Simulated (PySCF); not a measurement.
[Yb(H2CO)]2+ at several levels of theory

Computed with PySCF 2.14.0 (density fitting, no spin-orbit coupling) at the geometry relaxed with PBE0:

```xyz
5
[Yb(H2CO)]2+ (singlet)
Yb    0.0000    0.0000   -0.1710
O     0.0000    0.0000    2.0189
C     0.0000    0.0000    3.2508
H     0.9555    0.0000    3.8109
H    -0.9555    0.0000    3.8109
```

```tsv
level	basis	state	HOMO (eV)	gap (eV)	charge on Yb1 (e)	population of f-type functions on Yb1 (core shells left out)	dipole about the centre of mass (D)	largest force component (eV/Å)
PBE0	Yb def2-SVP with ECP28, O def2-SVP, C def2-SVP, H def2-SVP	singlet	-18.00	6.18	1.74	14.00	3.02	0.00
B3LYP	the same	singlet	-17.49	5.12	1.72	14.00	3.07	0.35
TPSS	the same	singlet	-15.06	2.35	1.72	13.99	3.01	1.20
```

Charges are Mulliken's, which hang on the basis. The relaxation used the grid (50, 194), these runs (75, 302) or, all-electron (x2c bases, spin-free X2C Hamiltonian), (99, 590).

Question: What does PBE0 with Yb def2-TZVP with ECP28, O def2-TZVP, C def2-TZVP, H def2-TZVP give here?

Answer: state singlet, HOMO (eV) -17.96, gap (eV) 6.10, charge on Yb1 (e) 1.79, population of f-type functions on Yb1 (core shells left out) 14.01, dipole about the centre of mass (D) 3.06, largest force component (eV/Å) 0.32. Time: 20 s on 2 threads of Arm Neoverse V2, on a shared host, from free ions and atoms.

In the first row's basis the gap widens with exact exchange: 2.4 eV for TPSS (none); 5.1 to 6.2 eV for B3LYP, PBE0 (a fixed share).
